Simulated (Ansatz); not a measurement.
System: disilanyl(ethynyl)silane, C2H8Si3 (charge 0, singlet). 
Coordinates optimised at B3LYP-D3(BJ)/def2-TZVP (Ansatz, an electronic-structure program):
```xyz
13

C      1.3209     2.4505     1.1530
C      1.4700     1.4185     0.5468
Si     1.5991    -0.1700    -0.3454
Si    -0.3644    -1.3815     0.0718
Si    -2.2232    -0.0333    -0.3981
H      1.1973     3.3635     1.6849
H      1.7299     0.1073    -1.7951
H      2.8113    -0.8872     0.1139
H     -0.3893    -1.8045     1.4950
H     -0.3842    -2.6004    -0.7782
H     -3.4852    -0.7995    -0.2535
H     -2.1321     0.4717    -1.7898
H     -2.2545     1.1219     0.5288
```
Charge 0, spin multiplicity 1.

Dipole moments at this geometry, in debye (magnitudes).

```
level                    program  dipole (D)
-----------------------  -------  ----------
SVWN5/def2-TZVPD          Ansatz        0.35
PBE/def2-TZVPD            Ansatz        0.39
revPBE/def2-TZVPD         Ansatz        0.40
r2SCAN/def2-TZVPD         Ansatz        0.43
B97M-V/def2-TZVPD         Ansatz        0.56
B3LYP/def2-TZVPD          Ansatz        0.39
BHLYP/def2-TZVPD          Ansatz        0.41
r2SCANh/def2-TZVPD        Ansatz        0.43
r2SCAN0/def2-TZVPD        Ansatz        0.43
HSE06/def2-TZVPD          Ansatz        0.40
CAM-B3LYP/def2-TZVPD      Ansatz        0.38
wB97X-V/def2-TZVPD        Ansatz        0.43
CCSD(T)/aug-cc-pV(D+d)Z   Ansatz        0.43
```
